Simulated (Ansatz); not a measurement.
Coupled-cluster run, `[CH3][Ta](=[NH])([OH])[Cl]`.

```yaml
crystal:
  periodic: [false, false, false]
  atoms:
    - {symbol: C, position_ang: [-1.348537, -0.278437, -0.536378]}
    - {symbol: Ta, position_ang: [0.532209, 0.383826, 0.271504]}
    - {symbol: N, position_ang: [0.681303, -0.546690, 1.756488]}
    - {symbol: O, position_ang: [1.881049, -0.196947, -0.941535]}
    - {symbol: Cl, position_ang: [0.383793, 2.666176, 0.657323]}
    - {symbol: H, position_ang: [-1.377567, -1.361892, -0.676564]}
    - {symbol: H, position_ang: [-2.153609, -0.013998, 0.157715]}
    - {symbol: H, position_ang: [-1.549005, 0.206236, -1.499400]}
    - {symbol: H, position_ang: [0.859343, -1.083110, 2.588625]}
    - {symbol: H, position_ang: [2.174122, 0.173638, -1.774878]}
basis:
  gaussian: {orbitals: def2-TZVPP}
correlation: {method: ccsd_t}
output: {orbitals: {seedname: orbitals}}
```

```sh
$ ansatz run in.yaml --threads 4 --pin off --events-out ev --progress --plain --max-ram 10444MiB
```

Log, shortened:

```
Functional definition: HF
1583 factors; integrals over basis functions are off by at most 1.0e-3 eV
mean field evaluation 1: about -18663.8211 eV, gradient 6.8e1 eV
mean field evaluation 2: about -18663.9982 eV, gradient 6.8e1 eV
mean field evaluation 4: about -18672.9492 eV, gradient 9.6e0 eV
mean field evaluation 8: about -18673.2052 eV, gradient 9.3e-1 eV
mean field evaluation 16: about -18673.2086 eV, gradient 7.8e-6 eV
mean field -18673.20855673 eV, -686.2277573043 hartree, gradient 7.8e-6 eV, S^2 0.000000; 0 other end points of the search recorded, 0 dependent functions left out
8 core orbitals not correlated: weight in the atoms' cores, before any rotation towards them, 1.000 or more for the frozen orbitals, at most 0.000 for the correlated occupied ones
reference -18673.20855673 eV, -686.2277573043 hartree; 20, 20 occupied and 233, 233 virtual orbitals, 1583 factors
second order -33.67869778 eV of doubles, -0.00000000 eV of singles
cycle   1  -32.52661856 eV  change     1.2e0 eV  update   2.0e-1
cycle   2  -33.50864269 eV  change   -9.8e-1 eV  update   1.0e-1
cycle   3  -33.80086551 eV  change   -2.9e-1 eV  update   3.3e-2
cycle   4  -33.80133852 eV  change   -4.7e-4 eV  update   1.2e-2
cycle   5  -33.78702987 eV  change    1.4e-2 eV  update   4.6e-3
cycle   6  -33.78885301 eV  change   -1.8e-3 eV  update   2.1e-3
cycle   7  -33.78896642 eV  change   -1.1e-4 eV  update   1.0e-3
cycle   8  -33.78859669 eV  change    3.7e-4 eV  update   4.2e-4
cycle   9  -33.78877646 eV  change   -1.8e-4 eV  update   1.9e-4
cycle  10  -33.78888087 eV  change   -1.0e-4 eV  update   8.9e-5
cycle  11  -33.78873540 eV  change    1.5e-4 eV  update   3.7e-5
cycle  12  -33.78875827 eV  change   -2.3e-5 eV  update   1.7e-5
perturbative correction -1.65718527 eV, -0.0609004355 hartree
Total energy: -18708.65450026 eV, -687.5303717032 hartree
```

It took 6.6 min on 4 threads of an Arm Neoverse V1 on a shared host, with 7 GiB of host memory at the peak.

The correlation energy is -35.446 eV, 4.7 % of it from (T); the T1 diagnostic reads 0.0180.
